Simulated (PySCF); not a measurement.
4-(difluoromethoxy)benzoic acid (`FC(F)Oc1ccc(C(=O)O)cc1`). Level of theory: PBE0-D3(BJ)/def2-SVP geometry optimisation, gas phase in PySCF 2.14.0.

```
atom  x, y, z in Å
O1    -3.8744   -0.2125   -0.7356
C2    -3.0700   -0.1279    0.1584
O3    -3.4343   -0.0067    1.4433
C4    -1.5995   -0.1407   -0.0296
C5    -1.0988   -0.2843   -1.3300
C6     0.2672   -0.2897   -1.5592
C7     1.1479   -0.1529   -0.4821
O8     2.4762   -0.1619   -0.7908
C9     3.3612    0.4320    0.0607
F10    3.6410   -0.3767    1.1006
F11    4.4839    0.6240   -0.6195
C12    0.6650   -0.0297    0.8239
C13   -0.7097   -0.0175    1.0399
H14   -4.4031   -0.0087    1.4504
H15   -1.8092   -0.3841   -2.1530
H16    0.6810   -0.3912   -2.5637
H17    2.9819    1.3924    0.4559
H18    1.3509    0.0243    1.6695
H19   -1.0995    0.0793    2.0541
```

(1) What is the longest distance between nuclei?

(2) What is the repulsion energy of the bare nuclei, Σ ZA·ZB/RAB?

(3) Work out the bond lengths O1=C2, O3–H14, C4–C13, C5–H15, C6–C7 in Å.

(4) What are the angles O1–C2–C4, C2–C4–C13, C5–C6–C7, C6–C7–O8, O8–C9–F10, O8–C9–H17, C4–C13–H19?

(5) Where is the centre of mass (commonest isotopes), and what is the radius of gyration?

(6) How far apart are these pairs, which share no bond: C2···C12, O3···O8, C4···O8, C5···C13, O8···H17, C9···H15, H17···H19?

(7) Give the dihedral angles H16–C6–C7–O8, C7–C12–C13–H19, C2–C4–C5–C6, C13–C4–C5–H15, O3–C2–C4–C13.

(8) How far are the heavy atoms from their best plane (unweighted least squares)?

Answers

(1) F11···H14, 9.15 Å; the next longest distance is 8.40 Å.

(2) 771.41 Eh over 171 pairs, with full nuclear charges and distances in bohr; the largest single term is 21.54 Eh (C9 with F11).

(3) For O1=C2 the difference vector is (0.8044, 0.0846, 0.8940) Å, of length 1.2056 Å. O1=C2 1.206; O3–H14 0.969; C4–C13 1.397; C5–H15 1.092; C6–C7 1.398 Å.

(4) From the scalar product of the two bond vectors; for O1–C2–C4 it is -1.0137 Å² over 1.2056 × 1.4825 Å², cos θ = -0.5672. O1–C2–C4 124.6°; C2–C4–C13 122.3°; C5–C6–C7 119.6°; C6–C7–O8 116.0°; O8–C9–F10 110.8°; O8–C9–H17 112.3°; C4–C13–H19 119.5°.

(5) Mass 188.029 u; centre at (0.331, -0.043, -0.038) Å; Rg = √(Σ m r²/M) = 3.000 Å. As Ia + Ib + Ic = 2 Σ m r², the three principal moments sum to 3385.4 u·Å².

(6) C2···C12 3.795 Å (3 bonds apart); O3···O8 6.321 Å (6 bonds apart); C4···O8 4.146 Å (4 bonds apart); C5···C13 2.416 Å (2 bonds apart); O8···H17 2.056 Å (2 bonds apart); C9···H15 5.683 Å (5 bonds apart); H17···H19 4.576 Å (6 bonds apart).

(7) H16–C6–C7–O8 0° (synperiplanar); C7–C12–C13–H19 180° (antiperiplanar); C2–C4–C5–C6 179° (antiperiplanar); C13–C4–C5–H15 180° (antiperiplanar); O3–C2–C4–C13 -1° (synperiplanar). Dihedral signs follow IUPAC: positive where, seen along the central bond, the front bond turns clockwise onto the rear one.

(8) 0.244 Å rms; O1 0.06, C2 0.07, O3 0.16, C4 0.00, C5 0.12, C6 0.18, C7 0.12, O8 0.18, C9 0.34, F10 0.53, F11 0.50, C12 0.03, C13 0.04 Å (magnitudes).

No frequency check. The numbers are those of one conformer.

Rough CPU time on one thread of a shared machine: about 8 min. That covers the optimisation of the geometry.
